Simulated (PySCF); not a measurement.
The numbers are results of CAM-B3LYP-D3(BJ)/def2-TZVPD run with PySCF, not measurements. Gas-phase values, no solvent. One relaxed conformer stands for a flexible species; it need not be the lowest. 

Reference species (SMILES): `O=C(O)[SiH2][O-]` (Si–C–O–H torsion 180°, O–C–Si–O torsion -179°) (charge -1, multiplicity 1).

```json
{
 "HOMO": "-3.33 eV"
}
```

Changed species: `CN(C)[SiH2][O-]` (C–N–Si–O torsion 35°) (X = dimethylamino, proton removed; the reference has X = carboxy, proton removed).

Question: Predict the effect on the HOMO.

Answer: the HOMO rises by 0.45 eV, to -2.88 eV.
